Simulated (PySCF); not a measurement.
H2O4S. Atoms are numbered in the order given.

```xyz
7

O     -0.6866    -1.0555     0.8622
S      0.0000     0.0000    -0.1690
O      1.1043    -0.6556    -0.8358
O     -1.1043     0.6556    -0.8358
O      0.6866     1.0555     0.8622
H      0.0031    -1.6878     1.1411
H     -0.0031     1.6878     1.1411
```
Charge 0, spin multiplicity 1.

Coordinates come from a TPSSh-D3(BJ)/def2-SVP optimisation. Other conformers were not sampled.

Calculation: CAM-B3LYP/def2-TZVP in PySCF.

ESP charges are fitted to the potential on shells at 1.4 to 2.0 van der Waals radii. Atomic charges (e):

```json
[
 {"atom": "O1", "ESP fit": "?", "Löwdin": "-0.18", "meta-Löwdin": "-0.67", "Mulliken": "-0.40"},
 {"atom": "S2", "ESP fit": "?", "Löwdin": "0.53", "meta-Löwdin": "2.13", "Mulliken": "0.90"},
 {"atom": "O3", "ESP fit": "?", "Löwdin": "-0.27", "meta-Löwdin": "-0.78", "Mulliken": "-0.40"},
 {"atom": "O4", "ESP fit": "?", "Löwdin": "-0.27", "meta-Löwdin": "-0.78", "Mulliken": "-0.40"},
 {"atom": "O5", "ESP fit": "?", "Löwdin": "-0.18", "meta-Löwdin": "-0.67", "Mulliken": "-0.40"},
 {"atom": "H6", "ESP fit": "?", "Löwdin": "0.19", "meta-Löwdin": "0.37", "Mulliken": "0.35"},
 {"atom": "H7", "ESP fit": "?", "Löwdin": "0.19", "meta-Löwdin": "0.37", "Mulliken": "0.35"}
]
```

Q: What belongs in the gaps? (Estimate from the structure and the level; the computed values follow.)

A: 
- O1, ESP fit: -0.52
- S2, ESP fit: 0.99
- O3, ESP fit: -0.42
- O4, ESP fit: -0.42
- O5, ESP fit: -0.52
- H6, ESP fit: 0.45
- H7, ESP fit: 0.45

Q: Give the Mayer and Wiberg (Löwdin basis) orders of the bonds. (The exact figures need the calculation; the answer reports its results.)

A: 
| bond | Mayer | Wiberg |
|---|---|---|
| O1–S2 | 1.09 | 1.45 |
| S2–O3 | 1.95 | 2.41 |
| S2–O4 | 1.95 | 2.41 |
| S2–O5 | 1.09 | 1.45 |
| O1–H6 | 0.85 | 1.02 |
| O5–H7 | 0.85 | 1.02 |
